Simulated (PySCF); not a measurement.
F3Si, SMILES F[Si](F)F, multiplicity 2.

Geometry: PBE-D3(BJ)/def2-TZVP. The isomer is the one that the SMILES or the coordinates give; other isomers of the formula were not compared.

Calculation: PBE-D3(BJ)/def2-TZVP run with PySCF.

Frequencies are harmonic and unscaled.

Modes within 1.5 cm⁻¹ of each other (mostly degenerate sets) share a row, with their intensities summed.

```
mode  ν (cm⁻¹)  IR (km/mol)  moving atoms (share of kinetic energy)
----  --------  -----------  --------------------------------------
1–2        269         17.3                         F 87 %, Si 13 %
3          380         47.3                         F 59 %, Si 41 %
4          784         62.0                         F 74 %, Si 26 %
5–6        910        336.1                         F 52 %, Si 48 %
```
